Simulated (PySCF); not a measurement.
PySCF job for Zn(SH)(SMe) (CH4S2Zn), SMILES C[S][Zn][SH], IEF-PCM-ωB97X/def2-SVP. Geometry optimised at PBE0-D3(BJ)/def2-SVP. The structure was generated by enumeration; whether it is a known compound was not checked. One conformer was computed; it need not be the lowest.

```python
import numpy as np
from pyscf import gto, scf, dft
from pyscf.solvent import pcm

mol = gto.M(
    atom='''
    Zn   -0.17583649    0.20358448    0.25883332
    S    -1.66612160    1.78329860    0.41136742
    H    -2.68951358    0.89909211    0.44513937
    S     1.31888194   -1.36563858    0.10752660
    C     1.48331033   -1.50350145   -1.70974016
    H     0.54368349   -1.80783143   -2.19138750
    H     2.23027784   -2.28780462   -1.89603322
    H     1.84661964   -0.57254208   -2.16658186
    ''',
    basis='def2-SVP',
    charge=0,
    spin=0,
    max_memory=1600,
    verbose=3,
)
mf = dft.RKS(mol, xc='wb97x').density_fit(auxbasis='def2-universal-jkfit')
mf.grids.level = 3
mf.conv_tol = 1e-9
mf.max_cycle = 100
mf.kernel()
res = {}
for name, eps in {'water': 78.355, 'chlorobenzene': 5.6968, '2-propanol': 19.264}.items():
    s = mf.PCM()
    s.with_solvent.method, s.with_solvent.eps, s.with_solvent.lebedev_order = 'IEF-PCM', eps, 29
    s.kernel(mf.make_rdm1())
    res[name] = (s.e_tot, eps, s.dip_moment(), s.mo_energy, s.converged)
    print(f'{name}: electrostatic solvation free energy {(s.e_tot - mf.e_tot) * 627.509474:.3f} kcal/mol')
```

Output:

```
converged SCF energy = -2615.8425031648

WARN: PCM is an experimental feature. It is still in testing.
Features and APIs may be changed in the future.

converged SCF energy = -2615.87024718243
Dipole moment(X, Y, Z, Debye): -0.64177, -0.99511, -1.57958
water: electrostatic solvation free energy -17.410 kcal/mol

WARN: PCM is an experimental feature. It is still in testing.
Features and APIs may be changed in the future.

converged SCF energy = -2615.86250453962
Dipole moment(X, Y, Z, Debye): -0.54811, -0.97365, -1.51670
chlorobenzene: electrostatic solvation free energy -12.551 kcal/mol

WARN: PCM is an experimental feature. It is still in testing.
Features and APIs may be changed in the future.

converged SCF energy = -2615.86815715558
Dipole moment(X, Y, Z, Debye): -0.61489, -0.99037, -1.56219
2-propanol: electrostatic solvation free energy -16.098 kcal/mol
```

The calculation finished and met its thresholds.

Cost: about 120 core-seconds (a rough figure).
